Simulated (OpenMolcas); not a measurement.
Mo5+ among 2 point charges of -1.25 e arranged as a linear pair (D∞h), 1.94 Å from the ion.
```
   0.0000    0.0000    1.9400  -1.25
   0.0000    0.0000   -1.9400  -1.25
```

```json
{"Program": "OpenMolcas", "Method": "SS-CASPT2, IPEA 0.25 Eh, imaginary shift 0.1 Eh (closed shells correlated: 4s 4p)", "Basis": "ANO-RCC-VDZP [6s5p3d1f]", "Scalar Hamiltonian": "DKH2, point nucleus", "Active space": "1 electron in 5 orbitals (4d)", "State averaging": "2S+1 = 2 even, 5 roots", "Spin-orbit coupling": "state interaction with AMFI integrals over the reference wave functions"}
```

Question: What is the spin-free ground state (labels by Λ)?

Answer: 2Δ, 2-fold in its orbital part, 100 % from free-ion D terms; it has the highest spin that d1 allows.

Question: Where is the first state of the same spin?

Answer: 2Π at 8750 cm-1 above the ground state.

Question: What are the lowest two levels with spin-orbit coupling?

Answer: A 2-fold level with g = 0.00, 0.00, 2.02, then a 2-fold level 2100 cm-1 above it. Their leading multiplicities are 2 (100 %) and 2 (100 %).

Question: What is χT at 300 K, and how does it compare with the textbook value?

Answer: The lowest level has 2S+1 = 2, for which the spin-only value is χT = S(S+1) / 2 = 0.375 cm3 K/mol (g = 2). The computed 0.177 at 300 K differs by -0.198, through orbital momentum, spin-orbit coupling and any other state in reach.

Free-ion shares, where given, are those of the reference states; single-state CASPT2 does not remix them. This is an electrostatic model: the charges have no orbitals. No measured value stands beside these numbers.
